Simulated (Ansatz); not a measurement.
Ansatz (an electronic-structure program) job for Cl₅Ta, SMILES [Cl][Ta+]([Cl])([Cl])([Cl])[Cl] (connectivity only; charge and spin as stated), charge +1, multiplicity 2, B3LYP-D3(BJ)/def2-SVP. 

Ansatz 0.2 input:
```yaml
crystal:
  periodic: [false, false, false]
  atoms:
    - {symbol: Ta, position_ang: [-0.10518036, 0.00109602, -0.12817981]}
    - {symbol: Cl, position_ang: [0.50832538, -0.01097047, 2.31615448]}
    - {symbol: Cl, position_ang: [0.34898621, -0.00450160, -2.30875684]}
    - {symbol: Cl, position_ang: [2.22987481, -0.01655643, 0.33776593]}
    - {symbol: Cl, position_ang: [-1.29835573, 1.83946487, 0.10357554]}
    - {symbol: Cl, position_ang: [-1.33717385, -1.81214278, 0.10168003]}
basis:
  gaussian:
    orbitals: def2-SVP
hamiltonian:
  xc: b3lyp
  dispersion: d3bj
total_charge: 1
magnetization: {spin_polarized: true, initial_magnetization: 1}
relax: {f_tol: 0.002, max_steps: 200}
```

Output:

```
WARN ansatz: RAYON_NUM_THREADS=2 ignored (pool sized by the plan → 2); use --threads N
Functional definition: B3LYP
integrals: 0.08 GiB planned
1205 factors; integrals over basis functions are off by at most 2.4e-4 eV
mean field: 1.45 GiB planned
mean field evaluation 1: about -64143.7787 eV, gradient 1.9e1 eV
mean field evaluation 2: about -64135.8205 eV, gradient 4.7e1 eV
mean field evaluation 4: about -64145.5223 eV, gradient 1.9e0 eV
mean field evaluation 8: about -64145.6052 eV, gradient 1.3e-1 eV
mean field evaluation 16: about -64145.6053 eV, gradient 2.0e-4 eV
mean field -64145.60528790 eV, -2357.3075148775 hartree, gradient 4.7e-5 eV, S^2 0.754842; 2 other end points of the search recorded, 0 dependent functions left out
the calculation of the forces begins
reference -64145.60557882 eV, -2357.3075255685 hartree; 49, 48 occupied and 73, 74 virtual orbitals, 1205 factors
relax step   1: F+E_penalty+E_count = -64146.26002790 eV  Δ(F+E_penalty+E_count) = +0.000e0 eV  max|allowed force component| = 6.654e-1 eV/Å  Δτ_max = 0.0000 Å  (45 SCF iters, accepted)
these checks for a lower state are left out or cut short: starts, cluster_reference, orbital_swaps, neighbouring_geometries, increment
integrals: 0.08 GiB planned
1205 factors; integrals over basis functions are off by at most 2.0e-4 eV
mean field: 1.45 GiB planned
mean field -64145.66315111 eV, -2357.3096413113 hartree, gradient 4.5e-5 eV, S^2 0.755266; 0 other end points of the search recorded, 0 dependent functions left out
the calculation of the forces begins
reference -64145.66344360 eV, -2357.3096520599 hartree; 49, 48 occupied and 73, 74 virtual orbitals, 1205 factors
relax step   2: F+E_penalty+E_count = -64146.30304712 eV  Δ(F+E_penalty+E_count) = -4.302e-2 eV  max|allowed force component| = 3.050e-1 eV/Å  Δτ_max = 0.0646 Å  (40 SCF iters, accepted)
these checks for a lower state are left out or cut short: starts, cluster_reference, orbital_swaps, neighbouring_geometries, increment
integrals: 0.08 GiB planned
1205 factors; integrals over basis functions are off by at most 2.1e-4 eV
mean field: 1.45 GiB planned
mean field evaluation 32: about -64145.6050 eV, gradient 5.9e-2 eV
mean field -64145.66931032 eV, -2357.3098676580 hartree, gradient 2.7e-5 eV, S^2 0.755192; 0 other end points of the search recorded, 0 dependent functions left out
the calculation of the forces begins
reference -64145.66960224 eV, -2357.3098783857 hartree; 49, 48 occupied and 73, 74 virtual orbitals, 1205 factors
relax step   3: F+E_penalty+E_count = -64146.31431308 eV  Δ(F+E_penalty+E_count) = -1.127e-2 eV  max|allowed force component| = 1.152e-1 eV/Å  Δτ_max = 0.0203 Å  (39 SCF iters, accepted)
these checks for a lower state are left out or cut short: starts, cluster_reference, orbital_swaps, neighbouring_geometries, increment
integrals: 0.08 GiB planned
1205 factors; integrals over basis functions are off by at most 2.0e-4 eV
mean field: 1.45 GiB planned
mean field -64145.67062613 eV, -2357.3099160130 hartree, gradient 2.5e-5 eV, S^2 0.755007; 0 other end points of the search recorded, 0 dependent functions left out
the calculation of the forces begins
reference -64145.67091766 eV, -2357.3099267265 hartree; 49, 48 occupied and 73, 74 virtual orbitals, 1205 factors
relax step   4: F+E_penalty+E_count = -64146.31539631 eV  Δ(F+E_penalty+E_count) = -1.083e-3 eV  max|allowed force component| = 2.004e-1 eV/Å  Δτ_max = 0.0308 Å  (39 SCF iters, accepted)
these checks for a lower state are left out or cut short: starts, cluster_reference, orbital_swaps, neighbouring_geometries, increment
integrals: 0.08 GiB planned
1205 factors; integrals over basis functions are off by at most 2.1e-4 eV
mean field: 1.45 GiB planned
mean field -64145.67121791 eV, -2357.3099377605 hartree, gradient 1.6e-5 eV, S^2 0.755045; 0 other end points of the search recorded, 0 dependent functions left out
the calculation of the forces begins
reference -64145.67150954 eV, -2357.3099484779 hartree; 49, 48 occupied and 73, 74 virtual orbitals, 1205 factors
relax step   5: F+E_penalty+E_count = -64146.31656579 eV  Δ(F+E_penalty+E_count) = -1.169e-3 eV  max|allowed force component| = 1.922e-2 eV/Å  Δτ_max = 0.0156 Å  (39 SCF iters, accepted)
these checks for a lower state are left out or cut short: starts, cluster_reference, orbital_swaps, neighbouring_geometries, increment
integrals: 0.08 GiB planned
1205 factors; integrals over basis functions are off by at most 2.0e-4 eV
mean field: 1.45 GiB planned
mean field -64145.67152463 eV, -2357.3099490323 hartree, gradient 1.9e-5 eV, S^2 0.755041; 0 other end points of the search recorded, 0 dependent functions left out
the calculation of the forces begins
reference -64145.67181625 eV, -2357.3099597492 hartree; 49, 48 occupied and 73, 74 virtual orbitals, 1205 factors
relax step   6: F+E_penalty+E_count = -64146.31669799 eV  Δ(F+E_penalty+E_count) = -1.322e-4 eV  max|allowed force component| = 1.367e-2 eV/Å  Δτ_max = 0.0083 Å  (40 SCF iters, accepted)
these checks for a lower state are left out or cut short: starts, cluster_reference, orbital_swaps, neighbouring_geometries, increment
integrals: 0.08 GiB planned
1205 factors; integrals over basis functions are off by at most 2.0e-4 eV
mean field: 1.45 GiB planned
mean field evaluation 64: about -64145.6715 eV, gradient 1.9e-5 eV
mean field -64145.67152317 eV, -2357.3099489786 hartree, gradient 1.9e-5 eV, S^2 0.755037; 0 other end points of the search recorded, 0 dependent functions left out
the calculation of the forces begins
reference -64145.67181478 eV, -2357.3099596953 hartree; 49, 48 occupied and 73, 74 virtual orbitals, 1205 factors
relax step   7: F+E_penalty+E_count = -64146.31670725 eV  Δ(F+E_penalty+E_count) = -9.259e-6 eV  max|allowed force component| = 1.972e-2 eV/Å  Δτ_max = 0.0028 Å  (41 SCF iters, accepted)
these checks for a lower state are left out or cut short: starts, cluster_reference, orbital_swaps, neighbouring_geometries, increment
integrals: 0.08 GiB planned
1205 factors; integrals over basis functions are off by at most 2.0e-4 eV
mean field: 1.45 GiB planned
mean field -64145.67148881 eV, -2357.3099477159 hartree, gradient 2.1e-5 eV, S^2 0.755043; 0 other end points of the search recorded, 0 dependent functions left out
the calculation of the forces begins
reference -64145.67178043 eV, -2357.3099584329 hartree; 49, 48 occupied and 73, 74 virtual orbitals, 1205 factors
relax step   8: F+E_penalty+E_count = -64146.31672022 eV  Δ(F+E_penalty+E_count) = -1.298e-5 eV  max|allowed force component| = 1.049e-3 eV/Å  Δτ_max = 0.0009 Å  (40 SCF iters, accepted)
integrals: 0.08 GiB planned
1205 factors; integrals over basis functions are off by at most 2.0e-4 eV
mean field: 1.45 GiB planned
mean field evaluation 96: about -64144.8825 eV, gradient 4.6e0 eV
mean field -64145.67148881 eV, -2357.3099477159 hartree, gradient 2.1e-5 eV, S^2 0.755043; 3 other end points of the search recorded, 0 dependent functions left out
the calculation of the forces begins
reference -64145.67178043 eV, -2357.3099584329 hartree; 49, 48 occupied and 73, 74 virtual orbitals, 1205 factors
Total energy: -64146.31701185 eV, -2357.3336702501 hartree
Atom 0 at    -0.103292     0.001035    -0.079694 Å, force    -0.000762    -0.000046    -0.000695 eV/Å
Atom 1 at     0.546150    -0.009521     2.311009 Å, force    -0.000174     0.000089     0.001049 eV/Å
Atom 2 at     0.383584    -0.003543    -2.284567 Å, force    -0.000419     0.000099     0.000560 eV/Å
Atom 3 at     2.290534    -0.019455     0.316254 Å, force     0.000892    -0.000152    -0.000324 eV/Å
Atom 4 at    -1.366586     1.839118     0.080728 Å, force     0.000158    -0.000231    -0.000309 eV/Å
Atom 5 at    -1.403914    -1.811244     0.078509 Å, force     0.000305     0.000240    -0.000281 eV/Å
Dipole moment:     0.056847    -0.000223     0.089420 e Å
```

The calculation finished and met its thresholds.

Cost: about 2.2 core-minutes (a rough figure).
